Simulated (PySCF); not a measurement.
**ECD: SMILES C(C)=C=C(C)N(C)C, C7H13N**

Geometry:
```tsv
atom	x (Å)	y (Å)	z (Å)
C1	3.298	-1.319	-0.047
C2	2.146	-0.816	-0.869
C3	1.064	-0.243	-0.398
C4	-0.030	0.389	0.007
C5	-0.018	1.886	0.168
N6	-1.244	-0.270	0.244
C7	-1.237	-1.694	0.043
C8	-2.036	0.163	1.369
H9	4.241	-0.837	-0.353
H10	3.139	-1.127	1.023
H11	3.437	-2.405	-0.188
H12	2.240	-0.954	-1.958
H13	0.908	2.299	-0.250
H14	-0.875	2.336	-0.359
H15	-0.074	2.189	1.226
H16	-0.807	-1.928	-0.942
H17	-2.268	-2.076	0.076
H18	-0.638	-2.238	0.804
H19	-2.160	1.254	1.368
H20	-3.040	-0.281	1.298
H21	-1.604	-0.132	2.350
```

Computed, not measured: TDDFT CAM-B3LYP/aug-cc-pVDZ circular dichroism and optical rotation, one conformer, gas phase (PySCF). Geometry: PBE0-D3(BJ)/def2-SVP.

No stereocentre is labelled: unless the shape is locked (an allene, a helicene, a hindered biaryl), the mirror image is equally populated and a measured rotation or CD is zero.

(1) Which excitations and rotatory strengths does the calculation give?

Answers

(1) Rotatory strengths R in 10⁻⁴⁰ esu² cm², velocity form and length form (origin at the centre of mass); f in length form.
| state | E (eV) | λ (nm) | f | R (velocity) | R (length) | main |
| --- | --- | --- | --- | --- | --- | --- |
| 1 | 4.72 | 263 | 0.002 | -14.9 | -14.4 | HOMO→LUMO+10 0.25, HOMO→LUMO 0.17 |
| 2 | 4.80 | 258 | 0.015 | +4.6 | +4.6 | HOMO→LUMO 0.70 |
| 3 | 5.29 | 234 | 0.108 | +6.4 | +6.6 | HOMO→LUMO+1 0.78 |
| 4 | 5.40 | 230 | 0.004 | -5.4 | -5.5 | HOMO→LUMO+2 0.84 |
| 5 | 5.45 | 228 | 0.046 | -7.3 | -7.3 | HOMO→LUMO+3 0.81 |
| 6 | 5.85 | 212 | 0.129 | +59.0 | +60.0 | HOMO→LUMO+4 0.59, HOMO→LUMO+7 0.09 |
| 7 | 6.00 | 207 | 0.009 | -18.7 | -18.7 | HOMO→LUMO+5 0.51, HOMO→LUMO+6 0.33 |
| 8 | 6.06 | 205 | 0.007 | +11.0 | +10.8 | HOMO→LUMO+6 0.55, HOMO→LUMO+5 0.28 |
| 9 | 6.10 | 203 | 0.0009 | +1.4 | +1.3 | HOMO−1→LUMO+1 0.40, HOMO−1→LUMO 0.25 |
| 10 | 6.15 | 202 | 0.040 | -12.8 | -12.9 | HOMO→LUMO+8 0.51, HOMO→LUMO+7 0.19 |
| 11 | 6.17 | 201 | 0.007 | 0.0 | 0.0 | HOMO→LUMO+7 0.37, HOMO→LUMO+4 0.22 |
| 12 | 6.47 | 192 | 0.021 | -17.1 | -17.3 | HOMO−1→LUMO 0.32, HOMO−1→LUMO+14 0.12 |

Among the states computed, the strongest CD band (largest |R|) is state 6. The largest dissymmetry factor in size, g = 4R/(D+G), with D and G the electric and magnetic dipole strengths, is -0.058 for state 1 (velocity form, f = 0.002), among bands with |R| over 0.5. The mirror image has the same energies and oscillator strengths and all R with the opposite sign.
